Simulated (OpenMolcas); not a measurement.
**Co2+: effect of the IPEA shift**

| Item | Value |
| --- | --- |
| Program | OpenMolcas 26.06 |
| Basis | ANO-RCC-VQZP [7s6p4d3f2g1h] |
| Scalar Hamiltonian | DKH2, point nucleus |
| Active space | 7 electrons in 5 orbitals (3d) |
| State averaging | 2S+1 = 4 even, 10 roots; 2S+1 = 2 even, 40 roots |
| Spin-orbit coupling | state interaction with AMFI integrals over the reference wave functions, term energies averaged over their components |

Methods on the same reference wave functions:
A. CASSCF
B. MS-CASPT2, IPEA 0 Eh, imaginary shift 0.1 Eh (closed shells correlated: 3s 3p)
C. MS-CASPT2, IPEA 0.25 Eh, imaginary shift 0.1 Eh (closed shells correlated: 3s 3p)

Energies in cm⁻¹ above 3d⁷ ⁴F_9/2, the measured ground level; measured values from Sugar and Corliss, J. Phys. Chem. Ref. Data 10, 1097 (1981).

```
        Level      A      B      C  Measured
   3d⁷ ⁴F_9/2    0.0    0.0    0.0       0.0
   3d⁷ ⁴F_7/2    821    828    826       841
   3d⁷ ⁴F_5/2   1429   1432   1431      1451
   3d⁷ ⁴F_3/2   1849   1844   1844      1867
   3d⁷ ⁴P_5/2  19399  15020  15510     15202
   3d⁷ ²G_9/2  19416  15490  16190     16978
   3d⁷ ⁴P_3/2  19691  15210  15700     15428
   3d⁷ ⁴P_1/2  20066  15650  16140     15811
   3d⁷ ²G_7/2  20197  16260  16970     17766
   3d⁷ ²P_3/2  25659  18980  19580     20195
  3d⁷ ²H_11/2  25785  21870  22500     22720
   3d⁷ ²P_1/2  26470  19650  20240          
   3d⁷ ²H_9/2  26472  22550  23190     23434
3d⁷ ²D_5/2(1)  27933  21860  22620     23059
3d⁷ ²D_3/2(1)  29134  22990  23770     24237
   3d⁷ ²F_5/2  44592  36020  36870     37021
   3d⁷ ²F_7/2  44933  36370  37210     37316
3d⁷ ²D_3/2(2)  69608  57840  58350          
3d⁷ ²D_5/2(2)  70000  58240  58770
```

Deviations, from unrounded energies. A percentage is the sum of absolute deviations over the sum of measured energies, with the sign that they share, or ± where signs differ.

```tsv
Against measurement	Levels	A	B	C
mean absolute deviation (cm-1)	15	3600	730	320
fine structure of the ground term (%)	3	-1.4	-1.3	-1.4
other terms of the ground configuration (%)	12	+20.1	-4.1	±1.8
```

C lies closest to measurement on these levels and A furthest from it. The largest miss of C in the table is 3d⁷ ²G_7/2, by -800 cm-1. The ranking rests on the paired levels alone, and a cruder setting can come out closer through cancelling errors.

Between B and C the level of the table that moves most is 3d⁷ ²F_5/2, by 850 cm-1 (lowest in B, highest in C). Moves below CASPT2's spread within the term are not significant.

The mean deviations of B to C differ by less than CASPT2's widest spread within a term (1400 cm-1), so their order carries little weight.

From A to B the spin-free energies of the other terms of 3d⁷ shown, above ⁴F, scale by factors of 0.73 to 0.84, as is usual when dynamic correlation screens the repulsion within a d or f shell.

The lowest spin-free term lies below A's lowest term by 0.610 hartree in B, 0.601 hartree in C.

Term energies are means over components that CASPT2 splits; among the terms shown or strongly mixed into the levels shown the widest spread is 1400 cm-1 (3d⁷ ⁴F, B). Without dynamic correlation excited terms often stand tens of per cent too high (terms of higher spin than the ground term too low), and those without a measured partner can miss by more than the paired ones (holds for A). The CASPT2 spread within a term exceeds the gap to the next term for 3d⁷ ²H and 3d⁷ ²D(1), so the order of their levels is uncertain (holds for B; C). Computed and measured levels are paired by configuration, term and J; levels that our copy of the source lacks, or whose pairing is in doubt (as where it misses far off the trend of its configuration), stay unpaired and out of the deviations. Only configurations of the active space appear.

A number in round brackets counts repeated terms of one configuration in the order of the reference energies.
